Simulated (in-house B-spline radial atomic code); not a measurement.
Re⁺. Computed with a B-spline radial atomic code. Model: non-relativistic spherical atom: semilocal Troullier-Martins pseudo-atom, one channel per l, against all electrons, high spin, G0W0 and RPA with empty states to l = 8, local potential for every l without a channel, a model core (radius 0 = none) keeps its share of the functional.

Without relativity these are model numbers for so heavy an element.

What the tables leave out is listed at the end.

The pseudopotential gives back the lowest level of each angular momentum of its own functional in the configuration it was made in; a second state of the same l is only approximately right. Exact exchange, RPA and GW see the smooth pseudo-orbitals and miss the exchange with the core, for which the functional's share stands in. The column with an uncorrelated core keeps all orbitals and exact exchange, and so separates missing core correlation from pseudisation. Only the three outermost levels and the lowest empty one were computed. RPA here is direct RPA, with no exchange kernel, and its energies carry an (l + 1/2)⁻⁴ tail. A hybrid on a potential with a model core restores only its own semilocal share of the core's exchange.

Command:
```bash
python run_psgw.py task.json out
```
Settings (lengths in bohr, energies in hartree):
```
Z                      75
electrons              74
configuration          [Xe] 4f14 5d5 6s1
generated_in           [Xe] 4f14 5d5 6s2
functional             lda,vwn
core_shells            10
radius_factor          0.9
core_correction        True
ion_configuration      [Xe] 4f14 5d5
```

Run time, properties included: 2.1 min on 1 thread of Arm Neoverse N1, with other jobs on the host.

Given: made with LDA VWN5; model core radius 0.622 bohr; local radius 1.217 bohr; mean-field start LDA VWN5.

Valence shells of the generating configuration: 4f, 5p, 5d, 6s.

Channel: s 2.56, p 0.98, d 1.249, f 1.251 (radii in bohr).

Computed: largest level miss in the spin-unpolarised generating configuration 0 eV; valence RPA correlation energy all-electron orbitals -1.8173 hartree; valence RPA correlation energy pseudo -2.5675 hartree; all-electron RPA polarisability, core included 28.681 bohr³; pseudo-atom RPA polarisability 28.418 bohr³; ionisation by mean-field all-electron 15.34 eV; ionisation by RPA pseudo minus all 1.19 eV.

```csv
level,occupied,mean-field all-electron (eV),mean-field pseudo minus all (eV),G0W0 all-electron (eV),G0W0 uncorrelated core minus all (eV),G0W0 pseudo minus all (eV),exchange self-energy all-electron (eV),exchange self-energy pseudo (eV)
6s up,1,-12.007,-0.044,-15.468,-0.03,-1.1,-12.403,-12.806
5d up,1,-15.305,0.031,-20.466,-0.056,0.085,-28.515,-25.738
5d down (empty),0,-12.126,0.06,-7.9884,0.035,0.069,-10.875,-7.8917
```

(1) What is the ionisation by RPA all-electron?

(2) What is the ionisation by mean-field pseudo minus all?

Given: mean-field start PBE0.

Computed: valence RPA correlation energy all-electron orbitals -1.7426 hartree; all-electron RPA polarisability, core included 25.969 bohr³; pseudo-atom RPA polarisability 23.528 bohr³; ionisation by mean-field pseudo minus all 0.584 eV; ionisation by RPA all-electron 15.142 eV; ionisation by RPA pseudo minus all 1.307 eV.

```
          level  occupied  mean-field all-electron (eV)  mean-field pseudo minus all (eV)  G0W0 all-electron (eV)  G0W0 uncorrelated core minus all (eV)  G0W0 pseudo minus all (eV)  exchange self-energy all-electron (eV)  exchange self-energy pseudo (eV)
          6s up         1                       -12.367                            -0.493                 -15.276                                 -0.027                      -1.251                                 -12.136                           -13.346
          5d up         ?                             ?                                 ?                       ?                                      ?                           ?                                       ?                                 ?
        5p down         1                       -51.592                             1.331                 -55.773                                 -0.752                       1.456                                 -38.255                           -28.702
5d down (empty)         0                       -9.8332                             0.212                  -7.344                                   0.04                       0.362                                 -10.372                           -7.6672
```

(3) What belongs in the row 5d up?

(4) What is the valence RPA correlation energy pseudo?

(5) What is the ionisation by mean-field all-electron?

Answers

(1) 15.292 eV.

(2) 0.065 eV.

(3) occupied: 1; mean-field all-electron (eV): -16.839; mean-field pseudo minus all (eV): 0.137; G0W0 all-electron (eV): -20.707; G0W0 uncorrelated core minus all (eV): -0.057; G0W0 pseudo minus all (eV): 0.267; exchange self-energy all-electron (eV): -28.787; exchange self-energy pseudo (eV): -26.204.

(4) -2.4951 hartree.

(5) 14.77 eV.

Among the listed levels the largest G0W0 shift of the pseudo-atom is +1.46 eV, for 5p down on the PBE0 start, while leaving the core uncorrelated moves that level by -0.75 eV. So pseudisation and the lost core exchange, not the missing core correlation, make the error. Not in the tables (levels of low weight, unsolved or above zero; the highest and the empty levels are kept at any weight): on LDA the G0W0 levels 5p down (pseudo minus all +0.75 eV, weights 0.78 and 0.76); no Hartree-Fock pseudo-atom is run with a model core.
